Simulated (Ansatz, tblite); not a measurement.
Removing an electron: diborane tri F (B₂H₃F₃). Charge 0, multiplicity 1. Geometry: r2SCAN-D4/def2-SVP. Ansatz, gas phase; energy differences of separate SCF runs; the oxidised species was run as a doublet alone.

```xyz
8

B     0.293    0.029   -0.850
F     0.206    1.186   -1.499
F     0.799   -1.043   -1.457
H     0.929    0.162    0.365
B    -0.294   -0.035    0.859
F    -0.788    1.100    1.379
H    -0.236   -1.059    1.486
H    -0.909   -0.340   -0.284
```

The xTB rows come from tblite. HOMO above LUMO, or a gap near zero within one spin, warns that the state may not be the lowest or that an electron is smeared out.

(1) Estimate orbital energies and vertical ionisation energies at: GFN1-xTB; GFN2-xTB; PBE-D4/def2-TZVP; r2SCAN-D4/def2-TZVP; PBE0-D4/def2-TZVP.

Results:

(1) 
```
              level  −HOMO (eV)  vertical IE (eV)  −LUMO (eV)  HOMO–LUMO gap (eV)                                     remarks
           GFN1-xTB       13.28             16.86        5.70                7.58                                           –
           GFN2-xTB       12.58             15.93        6.13                6.45                                           –
   PBE-D4/def2-TZVP        8.69             12.37        1.00                7.69  gap within one spin near zero (+1 doublet)
r2SCAN-D4/def2-TZVP        9.12             12.65        0.61                8.50                                           –
  PBE0-D4/def2-TZVP       10.40             12.98        0.00               10.40                                           –
```

Relaxing the oxidised species (r2SCAN-D4/def2-SVP) changes its energy by -1.26 eV at PBE-D4/def2-TZVP, so the adiabatic ionisation energy to this nearest minimum is 11.11 eV. On the way the bond B5–H7 breaks and the bond B5–H8 breaks. At PBE0-D4/def2-TZVP it is 11.34 eV.    Raw xTB energy differences between charge states are shifted by several eV; the methods need an empirical correction for them.
